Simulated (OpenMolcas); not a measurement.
A run on Ir6+ among 4 point charges of -2 e arranged as a tetrahedron (Td), 2.16 Å from the ion.

* Program: OpenMolcas 26.06
* Method: CASSCF
* Basis: ANO-RCC-VDZP [7s6p4d2f]
* Scalar Hamiltonian: DKH2, point nucleus
* Active space: 3 electrons in 5 orbitals (5d)
* State averaging: 2S+1 = 4 even, 10 roots; 2S+1 = 2 even, 40 roots
* Spin-orbit coupling: state interaction with AMFI integrals over the reference wave functions

59 basis functions. Blocks (2S+1, parity, CSFs, roots kept): 4, even, 10, 10; 2, even, 40, 40.

Question: How long do the RASSCF and RASSI steps take on 1 thread of Intel(R) Xeon(R) Platinum 8488C (Sapphire Rapids), on a shared host?

Answer: About 12 s of wall time, without the integral step.
